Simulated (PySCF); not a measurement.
# Basis and Hamiltonian dependence of the excitation energy of Mn

Mn [Ar] 3d5 4s2 (6S) → Mn [Ar] 3d7 (4F). All values are computed (PySCF 2.14, energy differences of UHF-based or UKS calculations, no spin-orbit coupling). Values in eV.

| basis | Hamiltonian | functions | UHF | PBE | PBE0 | MP2 (valence) | CCSD(T) (valence) |
| --- | --- | --- | --- | --- | --- | --- | --- |
| ANO-RCC-VTZP | spin-free X2C | 59 | 9.277 | 4.555 | 5.535 | 5.921 | 6.569 |
| aug-cc-pVDZ | non-relativistic | 59 | 8.650 | 4.155 | 5.151 | 6.116 | 6.300 |
| aug-cc-pVDZ-DK | spin-free X2C | 59 | 8.976 | 4.546 | 5.535 | 6.522 | 6.645 |
| x2c-TZVPPall | spin-free X2C | 64 | 9.121 | 4.512 | 5.483 | 6.017 | 6.510 |
| aug-cc-pVTZ-DK | spin-free X2C | 93 | 8.939 | 4.383 | 5.388 | 6.248 | 6.362 |
| aug-cc-pVTZ | non-relativistic | 93 | 8.614 | 4.002 | 5.013 | 5.834 | 6.017 |
| def2-QZVPPD | non-relativistic | 100 | 8.685 | 4.041 | 5.040 | 5.642 | 5.973 |
| dyall-av2z | non-relativistic | 101 | 8.679 | 4.036 | 5.046 | 5.931 | 6.175 |
| x2c-QZVPPall | spin-free X2C | 103 | 9.020 | 4.418 | 5.411 | 6.040 | n/a |
| aug-cc-pVTZ with one added diffuse shell each of s, p, d, f, g type | non-relativistic | 118 | 8.610 | 3.995 | 5.009 | 5.825 | n/a |
| aug-cc-pwCVTZ-DK | spin-free X2C | 127 | 8.938 | 4.377 | 5.382 | 6.184 | n/a |
| x2c-QZVPPall with one added diffuse shell each of s, p, d, f, g type | spin-free X2C | 128 | 8.933 | 4.372 | 5.378 | 6.204 | n/a |
| aug-cc-pVQZ | non-relativistic | 140 | 8.606 | 3.991 | 5.002 | 5.719 | n/a |
| aug-cc-pwCVTZ-DK with one added diffuse shell each of s, p, d, f, g type | spin-free X2C | 152 | 8.935 | 4.371 | 5.379 | 6.176 | n/a |

Frozen in the all-electron rows: valence: [Ar].

At UHF, ANO-RCC-VTZP lies more than 0.3 eV from the median of the rows with comparable relativity. Of these, ANO-RCC-VTZP has no diffuse functions of the l that the added or promoted electron needs.

Non-relativistic rows lack the scalar-relativistic shift.
